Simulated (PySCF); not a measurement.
C3H5BN2O, SMILES B1(N)OC=NC=C1.

Geometry: TPSSh-D3(BJ)/def2-SVP. The structure was generated by enumeration, and PubChem lists no compound with its InChIKey, so it may never have been made. One conformer was computed; it need not be the lowest.

Level of theory: PySCF with PBE/def2-TZVP.

Symmetry labels are those of the subgroup Cs that the program uses (full group Cs).

Task: List the valence orbital energies around the gap with their symmetry. (The exact figures need the calculation; the answer reports its results.)

Result: 
| orbital | symmetry | energy (eV) |
|---|---|---|
| HOMO−7 | A" | -10.91 |
| HOMO−6 | A' | -10.58 |
| HOMO−5 | A' | -9.68 |
| HOMO−4 | A" | -8.29 |
| HOMO−3 | A' | -7.69 |
| HOMO−2 | A" | -7.35 |
| HOMO−1 | A' | -6.21 |
| HOMO | A" | -5.77 |
| LUMO | A" | -2.04 |
| LUMO+1 | A" | -0.29 |
| LUMO+2 | A' | 0.15 |
| LUMO+3 | A' | 1.12 |
